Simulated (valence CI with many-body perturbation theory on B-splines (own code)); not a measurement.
**E1 transitions of Sm54+**

Computed by relativistic CI+MBPT: six valence electrons over a frozen Dirac-Fock core [He], a basis of 9 s, 9 p, 8 d, 6 f, 3 g, 1 h functions for each j, with the one-electron correlation potential Σ1 (screened to all orders), the two-electron term Σ2, the three-electron term Σ3, Breit, model QED; selected single and double excitations, second order for the rest, scaled by the run's own slope (own B-spline code, finite nucleus).

The last digits are not significant, and no measured levels were compared; by estimate large intervals hold to a few tenths of a per cent, small ones and those within an open d or f shell to about a per cent. Among the levels kept, up to 2100 cm⁻¹ of a level comes from second order outside the variational space, and about a tenth of that is noise between levels of different J, which matters for small intervals.

Lines 101 to 150 of 214 in falling wavelength, among levels below 514.92 Ry, chosen from the strongest by gf and those to the six lowest levels. Wavelengths and rates use the calculated energies. Electric multipoles are in the length gauge with retardation, E1 and E2 with the static RPA response of the core. Weak lines are less certain than strong ones. Lines between different terms over intervals too small for the method are left out, as are lines whose strength nearly cancels.

Levels are named by their leading jj configuration (3d3/2^4 stands for four electrons in 3d with j = 3/2), which in mixed levels can hold well under half, so a name can repeat and another be missing. Letters in brackets count levels of one name in rising energy.

| λ vac (Å) | Upper | Lower | A (s⁻¹) | S (a.u.) |
| --- | --- | --- | --- | --- |
| 7.960 | (2s 2p1/2 2p3/2^4) J=1 | (2s^2 2p1/2^2 2p3/2^2) J=0 | 1.01e+09 | 7.56e-07 |
| 7.729 | (2s 2p1/2 2p3/2^4) J=1 | (2s^2 2p1/2^2 2p3/2^2) J=2 | 5.12e+10 | 3.50e-05 |
| 2.443 | (2s^2 2p1/2^2 2p3/2 3p1/2) J=1 | (2s 2p1/2^2 2p3/2^3) J=1 | 3.51e+09 | 7.58e-08 |
| 2.442 | (2s^2 2p1/2^2 2p3/2 3p1/2) J=2 | (2s 2p1/2^2 2p3/2^3) J=1 | 4.45e+10 | 1.60e-06 |
| 2.412 | (2s^2 2p1/2^2 2p3/2 3p1/2) J=1 | (2s 2p1/2^2 2p3/2^3) J=2 | 6.86e+10 | 1.43e-06 |
| 2.411 | (2s^2 2p1/2^2 2p3/2 3p1/2) J=2 | (2s 2p1/2^2 2p3/2^3) J=2 | 8.30e+09 | 2.87e-07 |
| 2.360 | (2s^2 2p1/2^2 2p3/2 3p3/2) J=1 | (2s 2p1/2^2 2p3/2^3) J=1 | 1.92e+10 | 3.74e-07 |
| 2.350 | (2s^2 2p1/2^2 2p3/2 3p3/2) J=2 | (2s 2p1/2^2 2p3/2^3) J=1 | 4.73e+09 | 1.51e-07 |
| 2.341 | (2s^2 2p1/2^2 2p3/2 3p3/2) J=0 | (2s 2p1/2^2 2p3/2^3) J=1 | 4.81e+11 | 3.05e-06 |
| 2.331 | (2s^2 2p1/2^2 2p3/2 3p3/2) J=3 | (2s 2p1/2^2 2p3/2^3) J=2 | 5.46e+10 | 2.39e-06 |
| 2.331 | (2s^2 2p1/2^2 2p3/2 3p3/2) J=1 | (2s 2p1/2^2 2p3/2^3) J=2 | 9.86e+10 | 1.85e-06 |
| 2.321 | (2s^2 2p1/2^2 2p3/2 3p3/2) J=2 | (2s 2p1/2^2 2p3/2^3) J=2 | 7.26e+10 | 2.24e-06 |
| 2.320 | (2s^2 2p1/2^2 2p3/2 3s) J=2 | (2s^2 2p1/2 2p3/2^3) J=2 | 1.26e+10 | 3.89e-07 |
| 2.317 | (2s^2 2p1/2^2 2p3/2 3s) J=1 | (2s^2 2p1/2 2p3/2^3) J=2 | 6.98e+09 | 1.28e-07 |
| 2.313 | (2s^2 2p1/2^2 2p3/2 3s) J=2 | (2s^2 2p1/2 2p3/2^3) J=1 | 2.31e+09 | 7.04e-08 |
| 2.309 | (2s^2 2p1/2^2 2p3/2 3s) J=1 | (2s^2 2p1/2 2p3/2^3) J=1 | 2.53e+10 | 4.62e-07 |
| 2.183 | (2s^2 2p1/2 2p3/2^2 3p1/2) J=1 [a] | (2s 2p1/2^2 2p3/2^3) J=1 | 5.33e+10 | 8.20e-07 |
| 2.180 | (2s^2 2p1/2 2p3/2^2 3p1/2) J=2 [a] | (2s 2p1/2^2 2p3/2^3) J=1 | 1.28e+09 | 3.28e-08 |
| 2.171 | (2s^2 2p1/2^2 2p3/2 3d3/2) J=2 | (2s^2 2p1/2 2p3/2^3) J=2 | 5.17e+10 | 1.30e-06 |
| 2.168 | (2s^2 2p1/2^2 2p3/2 3d3/2) J=3 | (2s^2 2p1/2 2p3/2^3) J=2 | 1.33e+10 | 4.69e-07 |
| 2.167 | (2s^2 2p1/2^2 2p3/2 3d3/2) J=1 | (2s^2 2p1/2 2p3/2^3) J=2 | 1.11e+11 | 1.68e-06 |
| 2.164 | (2s^2 2p1/2^2 2p3/2 3d3/2) J=2 | (2s^2 2p1/2 2p3/2^3) J=1 | 1.87e+11 | 4.68e-06 |
| 2.162 | (2s^2 2p1/2 2p3/2^2 3p1/2) J=2 [b] | (2s 2p1/2^2 2p3/2^3) J=1 | 3.62e+11 | 9.03e-06 |
| 2.160 | (2s^2 2p1/2^2 2p3/2 3d3/2) J=1 | (2s^2 2p1/2 2p3/2^3) J=1 | 4.31e+09 | 6.43e-08 |
| 2.159 | (2s^2 2p1/2^2 2p3/2 3d3/2) J=0 | (2s^2 2p1/2 2p3/2^3) J=1 | 9.46e+10 | 4.70e-07 |
| 2.159 | (2s^2 2p1/2 2p3/2^2 3p1/2) J=1 [b] | (2s 2p1/2^2 2p3/2^3) J=1 | 4.13e+10 | 6.15e-07 |
| 2.158 | (2s^2 2p1/2 2p3/2^2 3p1/2) J=1 [a] | (2s 2p1/2^2 2p3/2^3) J=2 | 1.37e+10 | 2.03e-07 |
| 2.155 | (2s^2 2p1/2 2p3/2^2 3p1/2) J=2 [a] | (2s 2p1/2^2 2p3/2^3) J=2 | 1.33e+10 | 3.29e-07 |
| 2.149 | (2s^2 2p1/2^2 2p3/2 3d5/2) J=2 | (2s^2 2p1/2 2p3/2^3) J=2 | 1.39e+09 | 3.41e-08 |
| 2.149 | (2s^2 2p1/2 2p3/2^2 3p1/2) J=3 | (2s 2p1/2^2 2p3/2^3) J=2 | 4.98e+10 | 1.71e-06 |
| 2.145 | (2s^2 2p1/2 2p3/2^2 3p1/2) J=0 | (2s 2p1/2^2 2p3/2^3) J=1 | 6.39e+11 | 3.11e-06 |
| 2.144 | (2s^2 2p1/2^2 2p3/2 3d5/2) J=3 | (2s^2 2p1/2 2p3/2^3) J=2 | 4.24e+09 | 1.44e-07 |
| 2.142 | (2s^2 2p1/2^2 2p3/2 3d5/2) J=2 | (2s^2 2p1/2 2p3/2^3) J=1 | 7.39e+09 | 1.79e-07 |
| 2.140 | (2s^2 2p1/2^2 2p3/2 3d5/2) J=1 | (2s^2 2p1/2 2p3/2^3) J=2 | 1.14e+10 | 1.66e-07 |
| 2.138 | (2s^2 2p1/2 2p3/2^2 3p1/2) J=2 [b] | (2s 2p1/2^2 2p3/2^3) J=2 | 6.03e+11 | 1.45e-05 |
| 2.135 | (2s^2 2p1/2 2p3/2^2 3p1/2) J=1 [b] | (2s 2p1/2^2 2p3/2^3) J=2 | 1.87e+10 | 2.69e-07 |
| 2.134 | (2s^2 2p1/2^2 2p3/2 3d5/2) J=1 | (2s^2 2p1/2 2p3/2^3) J=1 | 3.86e+10 | 5.55e-07 |
| 2.117 | (2s^2 2p1/2 2p3/2^2 3p3/2) J=2 [a] | (2s 2p1/2^2 2p3/2^3) J=1 | 9.46e+11 | 2.21e-05 |
| 2.115 | (2s^2 2p1/2 2p3/2^2 3p3/2) J=0 | (2s 2p1/2^2 2p3/2^3) J=1 | 1.84e+09 | 8.61e-09 |
| 2.110 | (2s^2 2p1/2 2p3/2^2 3p3/2) J=1 [a] | (2s 2p1/2^2 2p3/2^3) J=1 | 5.58e+11 | 7.77e-06 |
| 2.107 | (2s 2p1/2^2 2p3/2^2 3s) J=2 [a] | (2s 2p1/2^2 2p3/2^3) J=1 | 7.14e+12 | 1.65e-04 |
| 2.101 | (2s^2 2p1/2 2p3/2^2 3p3/2) J=1 [b] | (2s 2p1/2^2 2p3/2^3) J=1 | 8.98e+12 | 1.23e-04 |
| 2.098 | (2s 2p1/2^2 2p3/2^2 3s) J=3 | (2s 2p1/2^2 2p3/2^3) J=2 | 8.74e+12 | 2.79e-04 |
| 2.095 | (2s^2 2p1/2 2p3/2^2 3p3/2) J=2 [b] | (2s 2p1/2^2 2p3/2^3) J=1 | 2.17e+12 | 4.92e-05 |
| 2.094 | (2s^2 2p1/2 2p3/2^2 3p3/2) J=1 [c] | (2s 2p1/2^2 2p3/2^3) J=1 | 3.34e+09 | 4.55e-08 |
| 2.093 | (2s^2 2p1/2 2p3/2^2 3p3/2) J=2 [a] | (2s 2p1/2^2 2p3/2^3) J=2 | 1.37e+13 | 3.10e-04 |
| 2.089 | (2s^2 2p1/2 2p3/2^2 3p3/2) J=2 [c] | (2s 2p1/2^2 2p3/2^3) J=1 | 1.49e+12 | 3.35e-05 |
| 2.089 | (2s^2 2p1/2 2p3/2^2 3p3/2) J=3 [a] | (2s 2p1/2^2 2p3/2^3) J=2 | 3.89e+12 | 1.23e-04 |
| 2.087 | (2s^2 2p1/2 2p3/2^2 3p3/2) J=1 [a] | (2s 2p1/2^2 2p3/2^3) J=2 | 7.86e+10 | 1.06e-06 |
| 2.085 | (2s^2 2p1/2^2 2p3/2 3s) J=1 | (2s^2 2p1/2^2 2p3/2^2) J=0 | 3.29e+13 | 4.41e-04 |
